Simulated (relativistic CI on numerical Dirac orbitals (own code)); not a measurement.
# What each ingredient does to the levels of Sn6+

Base calculation: Dirac-Coulomb-Breit CI, KLI orbitals optimised for each configuration, model QED, unscaled Slater integrals.

Configuration list (outside the closed core [Ar] 3d10): 4s2.4p6.4d8, 4s2.4p6.4d7.5s, 4s2.4p6.4d7.4f, 4s2.4p5.4d9, 4s2.4p6.4d7.5p, 4s2.4p6.4d7.5d, 4s2.4p6.4d7.6s, 4s.4p6.4d9, 4s2.4p6.4d7.6p, 4s2.4p6.4d7.5f, 4s2.4p5.4d8.4f, 4s2.4p6.4d7.6d, 4s2.4p6.4d6.5s.5p, 4s2.4p6.4d7.7s, 4s2.4p6.4d7.5g, 4s2.4p6.4d7.7p, 4s2.4p6.4d7.6f, 4s2.4p6.4d6.4f.5s, 4s2.4p5.4d8.5s, 4p6.4d10, 4s.4p6.4d8.4f, 4s2.4p5.4d8.5p, 4s2.4p5.4d8.5d, 4s2.4p6.4d6.5s2, 4s2.4p6.4d5.4f.5s2, 4s2.4p6.4d5.5s2.5p, 4s2.4p6.4d5.5s2.5d, 4s2.4p6.4d5.5s2.6s. Double excitations out of closed p, d and f shells are left out; levels of such configurations are missing from the list, as are those of other unlisted configurations, and high levels can miss mixing partners. These lack a partner that the ground configuration has and come out too high: 4s2.4p5.4d8.4f, 4s2.4p5.4d8.5s, 4s2.4p5.4d8.5p, 4s2.4p5.4d8.5d.

Variants: (1) valence Slater integrals scaled by 0.9; (2) Breit term removed; (3) QED terms removed. Shifts of the energy above 4s2.4p6.4d8 3F_4, in cm⁻¹, for the lowest level and the first level of each name with at least 55 % of one term (blank where a level changes its place among those of its configuration and J or its character, or is not in the variant):

```csv
Level,Base,Δ(1),Δ(2),Δ(3)
4s2.4p6.4d8 3F_4,0,0,0,0
4s2.4p6.4d8 3F_3,7762,-2,+252,-25
4s2.4p6.4d8 3F_2,10224,-458,+171,-19
4s2.4p6.4d8 3P_1,27733,-2049,+216,-25
4s2.4p6.4d8 3P_0,27864,-2241,+164,-20
4s2.4p6.4d8 1G_4,32072,-2529,+263,-21
4s2.4p6.4d8 1S_0,77458,-7090,+265,-28
4s2.4p6.4d7.5s 5F_5,271277,+238,-281,-341
4s2.4p6.4d7.5s 5F_4,276115,+181,-152,-354
4s2.4p6.4d7.5s 5F_3,279944,+223,-33,-367
4s2.4p6.4d7.5s 5F_2,282283,+145,+7,-372
4s2.4p6.4d7.5s 5F_1,283687,+83,+24,-375
4s2.4p6.4d7.5s 3F_4,287134,-1209,-214,-337
4s2.4p6.4d7.5s 3F_3,293140,-1457,-131,-350
4s2.4p6.4d7.5s 5P_2,293908,-1881,-311,-343
4s2.4p6.4d7.5s 5P_3,294844,-1425,-113,-358
4s2.4p6.4d7.5s 3F_2,297115,-1439,+5,-362
4s2.4p6.4d7.5s 5P_1,297403,-1812,-168,-356
4s2.4p6.4d7.5s 3G_5,299741,-2209,-139,-351
4s2.4p6.4d7.5s 3G_4,301730,-2305,-107,-354
4s2.4p6.4d7.5s 3P_2,305893,-2746,-180,-351
4s2.4p6.4d7.5s 3G_3,306078,-2225,+60,-370
```

At this charge configurations can still be misplaced by up to about 7 % of their energy. Terms inside the open d or f shell come out 10 to 20 % too wide with unscaled integrals.

Ionisation energy from the two ground configurations alone: base 113.549 eV; valence Slater integrals scaled by 0.9 113.711 eV. The NIST ASD value (theoretical) is 112.9 eV.

LS names give the leading component of a level, which can be under half, so a name can repeat, a term be missing and a line seem to break the LS rules.
